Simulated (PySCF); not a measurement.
## Electron correlation in O⁺ (oxygen, charge +1)

[He] 2s2 2p3, high-spin 4S determinant. All numbers are calculated (PySCF 2.14, scalar relativity by spin-free X2C-1e, in cc-pVTZ-DK (4s3p2d1f, 30 functions)). Frozen: 1s2; 5 electrons correlated.

MP2 pair energies summed by pair of shells (mhartree):

```json
{"pair": "2s-2p", "energy": "-64.15", "share (%)": "65.7"}
{"pair": "2p-2p", "energy": "-23.48", "share (%)": "24.0"}
{"pair": "2s-2s", "energy": "-10.06", "share (%)": "10.3"}
```

Total MP2 correlation energy: -97.69 mhartree.

Same-spin part -29.17 and opposite-spin part -68.52 mhartree; SCS-MP2 scales them by 1/3 and 6/5 to -91.95 mhartree.

| level | correlation energy (mhartree) |
| --- | --- |
| CCSD | -112.75 |
| (T) | -1.60 |
| CCSD(T) | -114.35 |

Diagnostics: T1 = 0.0040, D1 = 0.0090, largest double amplitude 0.036.

Cost of the coupled-cluster step: 0.41 s of wall time on 1 thread of Neoverse-N1 (shared host), for 5 correlated electrons.

Iterations:

```
CC2 = 0
CCSD nocc = (np.int64(4), np.int64(1)), nmo = (29, 29)
frozen orbitals [[0], [0]]
max_cycle = 100
direct = 0
conv_tol = 1e-08
conv_tol_normt = 1e-06
diis_space = 8
diis_start_cycle = 0
Init t2, MP2 energy = -0.0976878615748719
Init E_corr(UCCSD) = -0.0976878615753001
cycle = 1  E_corr(UCCSD) = -0.109610480172859  dE = -0.0119226186  norm(t1,t2) = 0.0239688
cycle = 2  E_corr(UCCSD) = -0.111814294427575  dE = -0.00220381425  norm(t1,t2) = 0.00777853
cycle = 3  E_corr(UCCSD) = -0.112777547661852  dE = -0.000963253234  norm(t1,t2) = 0.00306672
cycle = 4  E_corr(UCCSD) = -0.112739996220701  dE = 3.75514412e-05  norm(t1,t2) = 0.000409037
cycle = 5  E_corr(UCCSD) = -0.112745778682739  dE = -5.78246204e-06  norm(t1,t2) = 8.07872e-05
cycle = 6  E_corr(UCCSD) = -0.112745860418491  dE = -8.17357526e-08  norm(t1,t2) = 7.19808e-06
cycle = 7  E_corr(UCCSD) = -0.112745899799149  dE = -3.93806578e-08  norm(t1,t2) = 9.91371e-07
cycle = 8  E_corr(UCCSD) = -0.11274588929839  dE = 1.05007589e-08  norm(t1,t2) = 1.30091e-07
cycle = 9  E_corr(UCCSD) = -0.112745889752945  dE = -4.5455506e-10  norm(t1,t2) = 2.48122e-08
UCCSD converged
E(UCCSD) = -74.53560362958055  E_corr = -0.1127458897529452
UCCSD(T) correction = -0.00159906867351272
```
